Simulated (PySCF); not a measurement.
PySCF input for HIOSe, SMILES O[Se]I, C-PCM-ωB97X/def2-SVP. Geometry optimised at PBE0-D3(BJ)/def2-TZVP. The def2 effective core potentials stand for the cores of I; spin–orbit coupling is left out. The values are those of a single conformer.

```python
import numpy as np
from pyscf import gto, scf, dft
from pyscf.solvent import pcm

mol = gto.M(
    atom='''
    Se   -0.04016360   -0.97713945    0.94924973
    I     0.13083017    1.01239802   -0.57694103
    O    -0.51227899   -2.27495306   -0.17719923
    H    -1.47020458   -2.23472962   -0.27902265
    ''',
    basis='def2-SVP',
    ecp={'I': 'def2-svp'},
    charge=0,
    spin=0,
    max_memory=1600,
    verbose=3,
)
mf = dft.RKS(mol, xc='wb97x').density_fit(auxbasis='def2-universal-jkfit')
mf.grids.level = 3
mf.conv_tol = 1e-9
mf.max_cycle = 100
mf.kernel()
res = {}
for name, eps in {'water': 78.355, 'toluene': 2.3741, 'dimethylsulfoxide': 46.826}.items():
    s = mf.PCM()
    s.with_solvent.method, s.with_solvent.eps, s.with_solvent.lebedev_order = 'C-PCM', eps, 29
    s.kernel(mf.make_rdm1())
    res[name] = (s.e_tot, eps, s.dip_moment(), s.mo_energy, s.converged)
    print(f'{name}: electrostatic solvation free energy {(s.e_tot - mf.e_tot) * 627.509474:.3f} kcal/mol')
```

Output:

```
converged SCF energy = -2774.76917660532

WARN: PCM is an experimental feature. It is still in testing.
Features and APIs may be changed in the future.

converged SCF energy = -2774.77727582682
Dipole moment(X, Y, Z, Debye): -1.80777, -0.03399,  0.74036
water: electrostatic solvation free energy -5.082 kcal/mol

WARN: PCM is an experimental feature. It is still in testing.
Features and APIs may be changed in the future.

converged SCF energy = -2774.77373815452
Dipole moment(X, Y, Z, Debye): -1.63238, -0.00438,  0.65070
toluene: electrostatic solvation free energy -2.862 kcal/mol

WARN: PCM is an experimental feature. It is still in testing.
Features and APIs may be changed in the future.

converged SCF energy = -2774.77719822865
Dipole moment(X, Y, Z, Debye): -1.80366, -0.03322,  0.73819
dimethylsulfoxide: electrostatic solvation free energy -5.034 kcal/mol
```

The run converged.
